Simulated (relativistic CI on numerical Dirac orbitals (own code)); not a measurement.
Electric-dipole transitions in Zr10+

Computed by Dirac-Coulomb-Breit CI, KLI orbitals optimised for each configuration, a model potential for QED, valence Slater integrals scaled by 0.9, P86 correlation estimate, and configurations built on the next ion tied to the tabulated ionisation energy (semi-empirical) (own radial code, finite nucleus).

CI space (outside the closed core [Ar]): 3d10 4s2, 3d10 4s 4d, 3d10 4s 5s, 3d10 4s 5p, 3d10 4s 4p, 3d10 4s 5d, 3d10 4s 6s, 3d10 4s 4f, 3d10 4s 5f, 3d10 4p2, 3d10 4d2, 3d10 4p 4d, 3d10 4p 5s, 3d10 4f2, 3d10 4p 4f, 3d10 4d 5s, 3d10 4d 4f, 3d10 4s 5g, 3d10 4s 6p, 3d10 5s2, 3d9 4s 4p2, 3d10 4f 5s, 3d8 4s2 4p2, 3d10 4s 6d. Levels of other configurations are missing.

```tsv
λ vac (Å)	Lower	Upper	A (s⁻¹)	gf	Branching (%)
163.02	3d10 4s 4p 3P°_2 [4]	3d10 4s 5s 3S_1 [27]	5.62e+10	6.72e-01	56.3
275.42	3d10 4s 4d 3D_3 [13]	3d10 4s 5p 3P°_2 [35]	2.22e+10	1.26e+00	77.2
275.86	3d10 4s 4p 3P°_0 [2]	3d10 4s 4d 3D_1 [11]	2.78e+10	9.53e-01	56.9
279.34	3d10 4s 4p 3P°_1 [3]	3d10 4s 4d 3D_2 [12]	3.62e+10	2.12e+00	76.7
280.28	3d10 4s 4p 3P°_1 [3]	3d10 4s 4d 3D_1 [11]	1.97e+10	6.96e-01	40.3
290.26	3d10 4s 4p 3P°_2 [4]	3d10 4s 4d 3D_3 [13]	4.39e+10	3.89e+00	100.0
291.74	3d10 4s 4f 3F°_2 [29]	3d10 4s 5g 3G_3 [72]	7.60e+10	6.79e+00	91.7
291.75	3d10 4s 4f 3F°_3 [30]	3d10 4s 5g 3G_4 [73]	7.80e+10	8.96e+00	93.6
291.80	3d10 4s 4f 3F°_4 [31]	3d10 4s 5g 3G_5 [74]	8.37e+10	1.18e+01	99.5
291.91	3d10 4s 4p 3P°_2 [4]	3d10 4s 4d 3D_2 [12]	1.09e+10	6.95e-01	23.1
307.07	3d10 4s 4p 1P°_1 [5]	3d10 4s 4d 1D_2 [14]	6.22e+10	4.40e+00	98.2
310.64	3d10 4s 4d 3D_1 [11]	3d10 4s 4f 3F°_2 [29]	4.70e+10	3.40e+00	84.4
311.70	3d10 4s 4d 3D_2 [12]	3d10 4s 4f 3F°_3 [30]	4.96e+10	5.06e+00	89.2
313.44	3d10 4s 4d 3D_3 [13]	3d10 4s 4f 3F°_4 [31]	5.56e+10	7.37e+00	100.0
314.90	3d10 4s 4f 1F°_3 [32]	3d10 4s 5g 1G_4 [79]	9.58e+10	1.28e+01	99.6
318.16	3d10 4s 4d 1D_2 [14]	3d10 4s 4f 1F°_3 [32]	7.82e+10	8.31e+00	95.6
394.27	3d10 4s2 1S_0 [1]	3d10 4s 4p 1P°_1 [5]	2.30e+10	1.60e+00	100.0
601.32	3d10 4s 5d 3D_3 [42]	3d10 4s 6p 3P°_2 [77]	8.06e+09	2.18e+00	32.8
695.66	3d10 4s 5p 3P°_1 [34]	3d10 4s 5d 3D_2 [41]	7.77e+09	2.82e+00	41.7
725.09	3d10 4s 5p 1P°_1 [36]	3d10 4s 5d 1D_2 [43]	8.31e+09	3.27e+00	44.4
726.99	3d10 4s 5p 3P°_2 [35]	3d10 4s 5d 3D_3 [42]	9.68e+09	5.37e+00	52.2
738.95	3d10 4s 5d 3D_1 [40]	3d10 4s 5f 3F°_2 [70]	1.01e+10	4.14e+00	71.0
740.20	3d10 4s 5d 1D_2 [43]	3d10 4s 5f 1F°_3 [71]	1.10e+10	6.32e+00	81.9
741.26	3d10 4s 5d 3D_2 [41]	3d10 4s 5f 3F°_3 [69]	1.03e+10	5.91e+00	72.3
746.41	3d10 4s 5d 3D_3 [42]	3d10 4s 5f 3F°_4 [68]	1.17e+10	8.81e+00	82.9
972.23	3d10 4s 5f 3F°_4 [68]	3d10 4s 6d 3D_3 [82]	2.83e+09	2.80e+00	18.9
1062.0	3d10 4s 5s 3S_1 [27]	3d10 4s 5p 3P°_2 [35]	2.10e+09	1.78e+00	7.3
1362.5	3d10 4s 6p 3P°_1 [76]	3d10 4s 6d 3D_2 [81]	2.62e+09	3.65e+00	17.8
1417.9	3d10 4s 6p 3P°_2 [77]	3d10 4s 6d 3D_3 [82]	3.16e+09	6.66e+00	21.1
1456.4	3d10 4s 6p 1P°_1 [78]	3d10 4s 6d 1D_2 [83]	2.74e+09	4.35e+00	15.6
```

Terms are leading LS components. Brackets give the number of a level in order of energy, since labels repeat. The list gives strong lines, with weight on those to low levels, without configurations that were not tied to measured data, without lines whose two gauges differ by over a factor of 2.5, among the lowest 174 of 292 levels, so that lines to higher ones, which can be the strongest, are missing. Levels whose partners in the same complex of configurations lie outside the list can be far off, and so can their lines. Rates are taken at the computed energies, electric ones in the length gauge.

Configurations that consist of the next ion and one excited electron were tied to the tabulated ionisation energy; Rydberg ones are usually within 1,000 to 3,000 cm⁻¹ and the lowest ones within about 6,000 (9,000 in d shells), while levels on excited terms of the next ion carry the error of that term, and the other configurations can be misplaced by 10,000 cm⁻¹ or more. Rates follow the energies as ν³ (E1, M1) or ν⁵ (E2), so rates, branching and lifetimes can be off by large factors.

LS names give the leading component of a level, which can be under half, so a name can repeat, a term be missing and a line seem to break the LS rules.
